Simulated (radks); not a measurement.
Problem. The mean radii <r> (bohr) of the occupied orbitals of an atom or ion are listed with their occupations. Calculated with a radial shooting solver on a logarithmic mesh with Libxc functionals: Dirac Kohn-Sham, LB94 model potential, spin-unpolarised, spherical densities, finite nucleus; Fermi nuclear charge, rms radius of each element as measured or else 0.836 A^(1/3) + 0.57 fm.

| orbital | occ. | <r> |
|---|---|---|
| 1s1/2 | 1 | 0.01879 |

Name the element and its charge. Open shells, if any, fill j = l - 1/2 first.

Solution. Z = 72, hafnium, charge +71: Hf71+ in 1s1. The 1s radius gives Z: for a bare nucleus <r> = (2 gamma + 1)/(2Z) with gamma = sqrt(1 - (Z/c)^2), 0.01876 bohr for Z = 72, and the self-interaction of the functional makes it slightly larger (0.01879 here). The occupations add up to 1, and the charge is Z minus that.
